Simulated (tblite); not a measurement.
Input of a run (GFN2-xTB geometry optimisation, gas phase (tblite 0.8.0)), started from a force field or distance geometry:
```
{"job": {"kind": "relax", "xc": "GFN2-xTB", "basis": "xTB"}, "charge": 1, "multiplicity": 1}
C     -3.746800     0.996400     1.071400
N     -3.176100     0.219600    -0.012900
C     -3.359000     0.665600    -1.373900
C     -2.428100    -0.958900     0.292000
C     -1.110500    -1.008100     0.262200
C     -0.319100    -2.179100     0.550900
C      0.955700    -1.841000     0.399600
C      1.022900    -0.422800     0.002100
N      2.271800     0.213700    -0.238500
C      2.943200     0.577200     1.007400
C      2.192800     1.331700    -1.138800
C      3.164700    -0.778100    -0.838800
C     -0.201600     0.077100    -0.082600
H     -4.139900     1.979200     0.708900
H     -3.022500     1.096800     1.898300
H     -4.611000     0.390600     1.481800
H     -3.004100     1.719500    -1.493200
H     -4.478100     0.723300    -1.577800
H     -2.946800    -0.025400    -2.108700
H     -2.970100    -1.857600     0.584400
H     -0.665400    -3.153400     0.852000
H      1.796800    -2.485400     0.551300
H      4.049600     0.454700     0.866700
H      2.675000    -0.204100     1.779800
H      2.708300     1.608400     1.339600
H      1.246200     1.420500    -1.679200
H      3.075000     1.235900    -1.825300
H      2.403000     2.277600    -0.564200
H      4.038000    -0.307000    -1.346800
H      2.613100    -1.346300    -1.575400
H      3.516000    -1.445900    -0.018900
H     -0.508300     1.056900    -0.355400
```

Output (eV, eV/Å):
```
step      E/eV     max force
  0   -1050.11137    3.107
  1   -1050.49899    1.842
  2   -1050.63615    0.745
  3   -1050.73615    0.728
  4   -1050.85011    0.668
  5   -1050.90934    0.579
  6   -1050.96942    0.471
  7   -1051.00957    0.437
  8   -1051.05209    0.448
  9   -1051.09794    0.484
 10   -1051.14715    0.473
 11   -1051.19085    0.434
 12   -1051.23356    0.418
 13   -1051.28284    0.511
 14   -1051.34138    0.537
 15   -1051.39869    0.433
 16   -1051.44437    0.381
 17   -1051.48186    0.351
 18   -1051.51270    0.324
 19   -1051.54012    0.333
 20   -1051.56631    0.359
 21   -1051.59412    0.461
 22   -1051.62420    0.405
 23   -1051.65724    0.269
 24   -1051.67933    0.345
 25   -1051.70775    0.454
 26   -1051.74295    0.443
 27   -1051.78693    0.397
 28   -1051.82920    0.455
 29   -1051.86500    0.473
 30   -1051.89359    0.415
 31   -1051.91501    0.300
 32   -1051.93140    0.218
 33   -1051.94482    0.228
 34   -1051.95686    0.245
 35   -1051.96328    0.380
 36   -1051.98070    0.239
 37   -1051.99524    0.240
 38   -1052.00847    0.198
 39   -1052.01969    0.200
 40   -1052.03126    0.184
 41   -1052.04073    0.157
 42   -1052.04751    0.125
 43   -1052.05250    0.110
 44   -1052.05651    0.098
 45   -1052.05958    0.105
 46   -1052.06226    0.099
 47   -1052.06506    0.110
 48   -1052.06821    0.107
 49   -1052.07118    0.103
 50   -1052.07391    0.108
 51   -1052.07638    0.103
 52   -1052.07946    0.106
 53   -1052.08272    0.118
 54   -1052.08692    0.118
 55   -1052.09050    0.109
 56   -1052.09352    0.113
 57   -1052.09645    0.120
 58   -1052.10018    0.137
 59   -1052.10477    0.177
 60   -1052.10999    0.145
 61   -1052.11562    0.160
 62   -1052.12179    0.149
 63   -1052.12834    0.205
 64   -1052.13501    0.201
 65   -1052.14123    0.149
 66   -1052.14669    0.137
 67   -1052.15182    0.161
 68   -1052.15681    0.196
 69   -1052.16080    0.119
 70   -1052.16422    0.171
 71   -1052.16773    0.154
 72   -1052.17284    0.235
 73   -1052.17713    0.209
 74   -1052.18223    0.121
 75   -1052.18659    0.111
 76   -1052.19061    0.142
 77   -1052.19371    0.166
 78   -1052.19622    0.108
 79   -1052.19815    0.088
 80   -1052.20019    0.093
 81   -1052.20200    0.122
 82   -1052.20553    0.142
 83   -1052.20888    0.133
 84   -1052.21190    0.105
 85   -1052.21451    0.102
 86   -1052.21712    0.100
 87   -1052.21951    0.127
 88   -1052.22145    0.082
 89   -1052.22305    0.075
 90   -1052.22449    0.065
 91   -1052.22592    0.089
 92   -1052.22706    0.070
 93   -1052.22783    0.058
 94   -1052.22855    0.041
 95   -1052.22925    0.052
 96   -1052.22983    0.036
 97   -1052.23030    0.041
 98   -1052.23073    0.044
 99   -1052.23123    0.036
100   -1052.23177    0.039
101   -1052.23224    0.036
102   -1052.23254    0.028
103   -1052.23275    0.025
104   -1052.23296    0.024
105   -1052.23321    0.030
106   -1052.23347    0.031
107   -1052.23371    0.024
108   -1052.23395    0.030
109   -1052.23424    0.027
110   -1052.23458    0.036
111   -1052.23491    0.030
112   -1052.23520    0.036
113   -1052.23552    0.039
114   -1052.23593    0.037
115   -1052.23645    0.041
116   -1052.23697    0.043
117   -1052.23748    0.042
118   -1052.23792    0.064
119   -1052.23841    0.041
120   -1052.23888    0.034
121   -1052.23931    0.035
122   -1052.23971    0.044
123   -1052.24039    0.054
124   -1052.24113    0.059
125   -1052.24144    0.106
126   -1052.24228    0.075
127   -1052.24286    0.052
128   -1052.24380    0.044
129   -1052.24596    0.084
130   -1052.24785    0.088
131   -1052.24940    0.088
132   -1052.24799    0.200
133   -1052.25148    0.068
134   -1052.25230    0.063
135   -1052.25503    0.132
136   -1052.25588    0.061
137   -1052.25672    0.050
138   -1052.25783    0.053
139   -1052.25865    0.054
140   -1052.25957    0.056
141   -1052.26076    0.067
142   -1052.26217    0.077
143   -1052.26411    0.084
144   -1052.26605    0.098
145   -1052.26756    0.104
146   -1052.26926    0.094
147   -1052.27099    0.080
148   -1052.27261    0.075
149   -1052.27445    0.071
150   -1052.27582    0.076
151   -1052.27683    0.074
152   -1052.27778    0.063
153   -1052.27870    0.063
154   -1052.27979    0.065
155   -1052.28063    0.053
156   -1052.28178    0.063
157   -1052.28294    0.068
158   -1052.28428    0.070
159   -1052.28560    0.059
160   -1052.28662    0.048
161   -1052.28722    0.044
162   -1052.28754    0.033
163   -1052.28770    0.067
164   -1052.28796    0.034
165   -1052.28821    0.025
166   -1052.28850    0.030
167   -1052.28884    0.033
168   -1052.28918    0.036
169   -1052.28950    0.034
170   -1052.28984    0.038
171   -1052.29017    0.038
172   -1052.29058    0.039
173   -1052.29095    0.029
174   -1052.29121    0.027
175   -1052.29137    0.023
176   -1052.29151    0.021
177   -1052.29162    0.025
178   -1052.29172    0.021
179   -1052.29181    0.020
180   -1052.29192    0.020
181   -1052.29206    0.021
182   -1052.29222    0.022
183   -1052.29237    0.022
184   -1052.29247    0.016
185   -1052.29255    0.014
186   -1052.29259    0.012
187   -1052.29262    0.007
```

Task: Summarise the run.

Result: The energy falls by 2.181 eV over 187 L-BFGS steps, the largest force on an atom goes from 3.11 to 0.007 eV/Å, and the atoms move by 0.995 Å rms after alignment. The bond that changes most is N2–C4 (enamine nitrogen to vinylic carbon bearing nitrogen), which shortens by 0.110 Å. Bonds longer at the end by more than 0.005 Å: 9 of 32; shorter: 19. Among the angles that change most is N2–C4–C5, from 123.3° to 131.0°. Among the dihedrals that turn most is C1–N2–C4–C5, from -103° to -179°. The energy rose by more than 1e-5 eV at step 132. The first step brought 18 % of the lowering.

Task: What are the final bond lengths?

Result: C1–N2 1.443 Å, N2–C3 1.443 Å, N2–C4 1.319 Å, C4=C5 1.382 Å, C5–C6 1.436 Å, C6=C7 1.359 Å, C7–C8 1.427 Å, C8–N9 1.468 Å, N9–C10 1.475 Å, N9–C11 1.471 Å, N9–C12 1.476 Å, C8=C13 1.369 Å, C5–C13 1.433 Å, C1–H14 1.092 Å, C1–H15 1.087 Å, C1–H16 1.092 Å, C3–H17 1.092 Å, C3–H18 1.087 Å, C3–H19 1.091 Å, C4–H20 1.084 Å, C6–H21 1.072 Å, C7–H22 1.073 Å, C10–H23 1.089 Å, C10–H24 1.087 Å, C10–H25 1.089 Å, C11–H26 1.088 Å, C11–H27 1.089 Å, C11–H28 1.088 Å, C12–H29 1.089 Å, C12–H30 1.089 Å. Numbering counts from 1 in the input's order; the species is `C1/C(=C\N(C)C)C=CC=1[N+](C)(C)C`.

On Arm Neoverse V2, one thread, on a shared host, this took 2.1 s.

Its GFN2-xTB frequencies are all real (lowest 23 cm⁻¹). 2 starts were optimised and ended at 0.00 and 0.62 kcal/mol (GFN2-xTB); the lowest of these is shown.

All values are computed, not measured.
